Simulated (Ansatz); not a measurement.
Gas-phase electronic energies from Ansatz, PBE0-D4/def2-TZVP geometries. CCSD(T)/CBS is the MP2 limit (def2-TZVPP, def2-QZVPP) plus CCSD(T) − MP2 in def2-TZVPP, frozen cores. This one scheme is used for every species. Functionals use def2-TZVPP. Each species was taken in one conformer, which may not be the lowest.

Consider the formal loss of a carbene: `FCC(CF)C(F)F` → `FCC(F)CF` + `[CH]F`.

```csv
level,ΔE (kJ/mol)
revPBE-D4,412.5
SCS-MP2/def2-TZVPP,418.0
```

Problem. What does CCSD(T)/CBS give? (An estimate is asked.)

Solution. The calculation gave: +413.6 kJ/mol. The listed levels differ from it by -1.1, 4.4 kJ/mol.

Problem. What do rigid-rotor, harmonic-oscillator terms from PBE0-D4/def2-TZVP frequencies (298.15 K, 1 bar) make of the CCSD(T)/CBS value? (Estimate.)

Solution. Ansatz gave: ΔZPE = -23.7 kJ/mol, ΔH = +394.5 kJ/mol, ΔS = 175 J/(mol·K), ΔG = +342.3 kJ/mol.

Largest T1 diagnostic among the species: 0.018.

The D4 term adds +13.1 kJ/mol with B3LYP and +7.2 kJ/mol with PBE0; it sums over pairs of atoms, weighted by their polarisabilities, and B3LYP, whose exchange is more repulsive, gets the larger term. At CCSD(T), def2-SVP lies +13.8 kJ/mol from the extrapolated value and def2-TZVPP −3.1 kJ/mol.

B3LYP here is the variant with VWN-RPA as its local correlation; programs differ in this.
